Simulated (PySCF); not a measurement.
Si(F)2(Me)(OH) (CH₄F₂OSi), SMILES C[Si](O)(F)F.

Geometry: ωB97X-D3(BJ)/def2-SVP. Other conformers were not sampled.

The numbers are results of PBE/def2-TZVP (PySCF), not measurements.

Isolated molecule, no solvent.

- total energy: -604.80254 hartree
- point group: Cs
- highest occupied level: -8.15 eV
- lowest empty level: -0.28 eV
- orbital gap: 7.88 eV
- dipole moment: 1.18 D
- quadrupole, principal values (traceless, Buckingham form, about the centre of nuclear charge): -5.13, -4.90, 10.03 D·Å
- mean static polarisability: 39.0 bohr³ (5.78 Å³)
- polarisability, principal values: 35.8, 37.7, 43.4 bohr³
